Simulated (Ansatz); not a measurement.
Consider the ligand exchange at the Si–C bond: `NC([SiH3])N[SiH3]` + `NB[SeH]` → `[SiH3]NB[SeH]` + `NCN[SiH3]`.

Isolated molecules relaxed with PBE0-D4/def2-TZVP in Ansatz; ΔE leaves out vibrations. CCSD(T)/CBS adds triple-zeta CCSD(T) − MP2 to the extrapolated MP2 energy (def2 sets, frozen cores). DFT in def2-TZVPP. B3LYP here is the variant with VWN-RPA as its local correlation; programs differ in this. For Se outer-core shells are correlated without core-valence functions, which leaves a few kJ/mol of doubt a bond. Scalar relativity is left out up to krypton. Each species was taken in one conformer, which may not be the lowest.

`NC([SiH3])N[SiH3]`:

Cartesian coordinates in Å:
```
N -0.976 -0.361 1.825
C 0.005 0.123 0.857
Si -0.757 1.463 -0.274
N 0.531 -1.019 0.152
Si 1.260 -1.040 -1.403
H -1.256 0.370 2.468
H -1.806 -0.707 1.355
H 0.785 0.627 1.453
H -1.231 2.533 0.645
H 0.192 2.068 -1.250
H -1.925 0.892 -0.996
H 0.785 -1.754 0.800
H 0.308 -0.479 -2.399
H 1.559 -2.462 -1.707
H 2.526 -0.255 -1.527
```

`NB[SeH]`:

```xyz
7

N    -0.207   -0.618    1.028
B     0.266    0.160   -0.022
Se   -0.793    0.361   -1.654
H     0.318   -0.737    1.877
H    -1.084   -1.109    1.023
H     1.320    0.711    0.066
H     0.180    1.232   -2.318
```

`[SiH3]NB[SeH]`:

```xyz
10

Si    0.477    1.480    0.584
N    -0.308    0.089   -0.117
B     0.229   -1.202   -0.198
Se   -0.669   -2.739   -0.986
H    -0.335    2.023    1.705
H     1.803    1.041    1.074
H     0.630    2.556   -0.430
H    -1.234    0.235   -0.496
H     1.319   -1.432    0.234
H    -1.911   -2.050   -1.370
```

`NCN[SiH3]`:

```xyz
12

N    -0.707    1.337    1.413
C    -0.800    0.494    0.240
N     0.213   -0.524    0.299
Si    1.028   -1.167   -1.065
H    -1.481    1.989    1.458
H     0.156    1.866    1.399
H    -0.666    1.029   -0.714
H    -1.817    0.076    0.225
H     0.190   -1.043    1.164
H     0.197   -2.018   -1.969
H     2.148   -2.002   -0.559
H     1.538   -0.038   -1.890
```

Is it downhill or uphill in electronic energy at CCSD(T)/CBS, and by how much? (Estimate.)

Ansatz gave: Downhill: ΔE = -71.5 kJ/mol.

What do these levels give: r2SCAN-D4, ωB97X-V, ωB97M-V, B2PLYP, PBE0, B3LYP, SCS-MP2/def2-TZVPP, CCSD/def2-TZVPP, CCSD(T)/def2-TZVPP, HF/CBS(def2), MP2/CBS(def2), CCSD/CBS(def2)? (Best estimate.)

Ansatz gave: r2SCAN-D4 -65.5, ωB97X-V -68.7, ωB97M-V -67.1, B2PLYP -76.1, PBE0 -66.9, B3LYP -75.9, SCS-MP2/def2-TZVPP -78.4, CCSD/def2-TZVPP -76.3, CCSD(T)/def2-TZVPP -72.7, HF/CBS(def2) -96.7, MP2/CBS(def2) -73.1, CCSD/CBS(def2) -75.0 kJ/mol.

Largest T1 diagnostic among the species: 0.011.

The D4 term adds +7.8 kJ/mol with B3LYP and +4.2 kJ/mol with PBE0; it sums over pairs of atoms, weighted by their polarisabilities, and B3LYP, whose exchange is more repulsive, gets the larger term. In def2-TZVPP, CCSD(T) changes the Hartree–Fock value by +22.9 kJ/mol (the triples alone add +3.6 kJ/mol) and MP2 by +21.3 kJ/mol.
